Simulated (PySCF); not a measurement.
C₂H₇F₂NSi, SMILES N[SiH2]CC(F)F.

Coordinates come from a PBE0-D3(BJ)/def2-SVP optimisation. This is a generated structure with no PubChem entry under its InChIKey; it may be hypothetical. One conformer was computed; it need not be the lowest.

These are SMD-B3LYP/6-31G* in PySCF values and carry that method's errors.

Solvation free energies are E(SMD) − E(gas) at the gas-phase geometry, for 1 M in both phases. In vacuum the dipole moment is 3.34 D.

Computed solvation free energies in water, 1-octanol, n-hexane:
| solvent | ΔG(solv) (kcal/mol) | its non-electrostatic (CDS) part | dipole (D) |
|---|---|---|---|
| water | -2.1 | 4.9 | 4.32 |
| 1-octanol | -4.8 | 1.2 | 4.16 |
| n-hexane | -2.2 | 0.2 | 3.65 |
